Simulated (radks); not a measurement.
Problem. Species: Tm. Configuration: [Xe] 4f12 5d1 6s2 (not the ground configuration). All-electron calculation, Dirac Kohn-Sham, BLYP, spin-unpolarised, spherical densities, finite nucleus; open shells are shared between the two j in proportion to 2j + 1; Fermi nuclear charge, rms radius 5.2256 fm. Program: a radial shooting solver on a logarithmic mesh with Libxc functionals. Some entries of the table are withheld. Estimate them.

orbital     occ.  eigenvalue (hartree)  <1/r> (bohr^-1)
1s1/2          2             -2176.147            79.07
2s1/2          2             -367.1699              (1)
2p1/2          2             -350.0432            19.03
2p3/2          4             -314.0126            16.42
3s1/2          2             -82.73514              (2)
3p1/2          2                   (3)            6.895
3p3/2          4                   (4)            6.227
3d3/2          4             -54.67598            6.114
3d5/2          6             -53.01370            5.951
4s1/2          2             -16.50820              (5)
4p1/2          2             -13.46990            2.814
4p3/2          4             -11.74659            2.583
4d3/2          4              -6.74135            2.362
4d5/2          6              -6.42696            2.306
5s1/2          2              -2.10561            1.102
5p1/2          2              -1.26734           0.9698
5p3/2          4              -1.04424           0.8865
4f5/2    5.14286                   (6)              (7)
4f7/2    6.85714                   (8)              (9)
6s1/2          2              -0.16020           0.3384
5d3/2        0.4              -0.07463           0.4867
5d5/2        0.6              -0.06344           0.4626

Solution. 
(1) 2s1/2 <1/r> (bohr^-1): 19.05
(2) 3s1/2 <1/r> (bohr^-1): 6.978
(3) 3p1/2 eigenvalue (hartree): -75.18601
(4) 3p3/2 eigenvalue (hartree): -67.57968
(5) 4s1/2 <1/r> (bohr^-1): 2.923
(6) 4f5/2 eigenvalue (hartree): -0.36736
(7) 4f5/2 <1/r> (bohr^-1): 1.757
(8) 4f7/2 eigenvalue (hartree): -0.32077
(9) 4f7/2 <1/r> (bohr^-1): 1.729
